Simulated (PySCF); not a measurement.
Compound: AlAsH6.
Structure used (PBE0-D3(BJ)/def2-SVP), in Å, numbered top down from 1:
```
atom  x, y, z in Å
Al1   -1.5212   -0.0178   -0.0292
As2    1.1048    0.0094    0.0105
H3    -1.6671   -0.6080   -1.5100
H4    -1.7101   -1.0039    1.2170
H5    -1.7106    1.5558    0.1950
H6     1.8330    0.5016    1.2388
H7     1.8608    0.8275   -1.0093
H8     1.8655   -1.2837   -0.1652
```

Computed with PBE0-D3(BJ)/def2-SVP geometry optimisation, gas phase (PySCF).

Question: Which atoms are bound to Al1, and at what distances?

Answer: 4 atoms: H4 1.600 Å, H5 1.601 Å, H3 1.601 Å, As2 2.626 Å. The nearest atom not counted as bound is H8, at 3.62 Å (others tie with it).

Question: List the angles at Al1.

Answer: 
```tsv
angle	degrees	distance of the outer atoms (Å)
H4–Al1–H5	118.9	2.76
H3–Al1–H4	118.8	2.76
H3–Al1–H5	118.8	2.76
As2–Al1–H4	96.5	3.23
As2–Al1–H3	96.3	3.22
As2–Al1–H5	96.1	3.22
```

Question: Describe the arrangement about Al1 in numbers.

Answer: Angles from 96.1° to 118.9°; τ4 = (360° − α − β)/141° = 0.87 with α and β the two widest (0 for a square, 1 for a tetrahedron).

Question: What are the other bond lengths?

Answer: As2–H6, As2–H7, As2–H8 1.510 Å.

Question: What are the rotational constants (commonest isotopes, rigid rotor)?

Answer: A = 39307, B = 3102, C = 3101 MHz: a prolate symmetric top.

Point group: C3v (every atom within 0.08 Å of its image). Charge 0, singlet. No frequency check.

Time: 27 s of wall time; peak memory 0.34 GiB. Hardware: an Arm Neoverse V2 with one thread (shared host). This is the geometry optimisation.
